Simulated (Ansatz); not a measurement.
Several settings on one geometry of GeF₂⁺ (that of the charge 1 doublet, PBE-D4/def2-TZVP). Ansatz on 4 threads of Arm Neoverse V1 on a shared host; times are rough.

```xyz
3

Ge   -0.485   -0.334   -0.012
F     1.070   -1.035    0.063
F    -0.585    1.370   -0.051
```

Totals from different functionals, basis sets or treatments of relativity can't be compared as stabilities.

Correlated methods freeze 11 core orbitals; core or outer-core shells of Ge are correlated, in sets that lack core-valence functions.

The spins typed aren't always the lowest for that charge.

(1) Give the basis size and estimate the energy, ⟨S²⟩ and time of these runs.

| run | method | charge | state | further keys |
| --- | --- | --- | --- | --- |
| 1 | UKS BHLYP-D4/cc-pVDZ | 1 | quartet | scf: {omitted_lower_state_checks: [starts]} |
| 2 | UHF, mp2/def2-TZVPP | 2 | singlet | nuclear_model: gaussian; scf: {omitted_lower_state_checks: [starts]} |
| 3 | UKS r2SCANh-D3(BJ)-ATM/aug-cc-pVDZ | 2 | singlet | scf: {omitted_lower_state_checks: [starts]}; forces asked |

Results:

(1) 
| run | functions | energy (Eh) | ⟨S²⟩ | wall time |
| --- | --- | --- | --- | --- |
| 1 | 55 | -2275.9641 | 3.76 | 3.2 s |
| 2 | 110 | -2273.9525 | 0.49 | 1.4 s |
| 3 | 82 | -2275.4817 | 0.00 | 2.9 s |

At UHF, mp2/def2-TZVPP the unrestricted singlet has broken spin symmetry (⟨S²⟩ up to 0.49).
